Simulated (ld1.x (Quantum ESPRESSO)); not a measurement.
# oxygen (O), PAW: configuration errors across variants

| Item | Value |
| --- | --- |
| Element | oxygen (O) |
| Generator | ld1.x (Quantum ESPRESSO) 7.5 |
| Type | PAW |
| Functional | PBE |
| Relativity | scalar-relativistic |
| Frozen core | [He] |
| Valence charge | 6 |
| Reference configuration | 2s2 2p2.5 (charge +1.5) |
| Partial waves | 2s (bound): rcut 0.85, rcutus 1.00 bohr; 2s channel at -1.85 Ry: rcut 0.85, rcutus 1.00 bohr; 2p (bound): rcut 1.05, rcutus 1.35 bohr; 2p channel at 0.5 Ry: rcut 1.05, rcutus 1.35 bohr; 3d channel at 0.35 Ry: rcut 0.90, rcutus 1.25 bohr; 3d channel at 0.95 Ry: rcut 0.90, rcutus 1.25 bohr |
| Local potential | all-electron potential smoothed inside 0.90 bohr (lloc = -1) |
| Core correction | Bessel-smoothed model core inside 0.70 bohr |
| Augmentation charge | BESSEL, radius 0.85 bohr |

All-electron excitation energies from the reference (eV): (1) 2s2 2p4 -30.874; (2) 2s2 2p3 -14.443; (3) 2s2 2p2 19.143; (4) 2s1 2p4 0.786; (5) 2s2 2p0 149.917; (6) 2s0 2p6 -0.937; (7) 2s2 2p1 73.012.

The overlap operator is not positive definite (basis up to 400 Ry) in “waves 2p (bound): rcut 1.05, rcutus 1.72 bohr; 2p channel at 0.5 Ry: rcut 1.05, rcutus 1.72 bohr”, “waves 2p (bound): rcut 1.05, rcutus 1.84 bohr; 2p channel at 0.5 Ry: rcut 1.05, rcutus 1.84 bohr”. Such files are unfit for use, however small their errors in these radial tests.

Tests that are not counted but printed errors over 1 eV. “waves 2p (bound): rcut 1.05, rcutus 1.84 bohr; 2p channel at 0.5 Ry: rcut 1.05, rcutus 1.84 bohr”: 2s2 2p4 (solver errors, printed error -339 eV); 2s2 2p3 (solver errors, printed error -241 eV); 1 more.

Errors AE − PS in meV (a dash: test not solved or not reliable):

```tsv
change	(1)	(2)	(3)	(4)	(5)	(6)	(7)	bound ghosts
base	+0.7	+0.3	-1.3	-0.3	-8.7	-0.7	-8.8	none
waves 2p (bound): rcut 0.88, rcutus 0.94 bohr; 2p channel at 0.5 Ry: rcut 0.88, rcutus 0.94 bohr	+1.9	+0.7	-0.8	+0.4	+8.0	+0.1	-2.2	none
waves 2p (bound): rcut 0.96, rcutus 1.02 bohr; 2p channel at 0.5 Ry: rcut 0.96, rcutus 1.02 bohr	+1.7	+0.6	-0.9	0.0	+7.1	-0.8	-3.6	none
waves 2p (bound): rcut 1.05, rcutus 1.36 bohr; 2p channel at 0.5 Ry: rcut 1.05, rcutus 1.36 bohr	+0.7	+0.3	-1.3	-0.3	-8.7	-0.7	-8.8	none
waves 2p (bound): rcut 1.05, rcutus 1.54 bohr; 2p channel at 0.5 Ry: rcut 1.05, rcutus 1.54 bohr	+10	+0.5	-1.9	-0.2	-16	+2.8	-18	none
waves 2p (bound): rcut 1.05, rcutus 1.72 bohr; 2p channel at 0.5 Ry: rcut 1.05, rcutus 1.72 bohr	+228	+17	+6.9	+0.8	-0.7	+68	+15	not determined (overlap not positive)
waves 2p (bound): rcut 1.05, rcutus 1.84 bohr; 2p channel at 0.5 Ry: rcut 1.05, rcutus 1.84 bohr	–	–	+69	+22	+40	+1998	–	not determined (overlap not positive)
waves 2p (bound): rcut 1.05, rcutus 2.04 bohr; 2p channel at 0.5 Ry: rcut 1.05, rcutus 2.04 bohr	-12	-4.1	-7.7	-4.3	+174	+2.1	-43	none
```

Question: Give the same row for: waves 2p (bound): rcut 1.05, rcutus 1.18 bohr; 2p channel at 0.5 Ry: rcut 1.05, rcutus 1.18 bohr.

Answer: +1.7, +0.7, -0.8, 0.0, +0.7, -0.7, -3.1; bound ghosts: none.
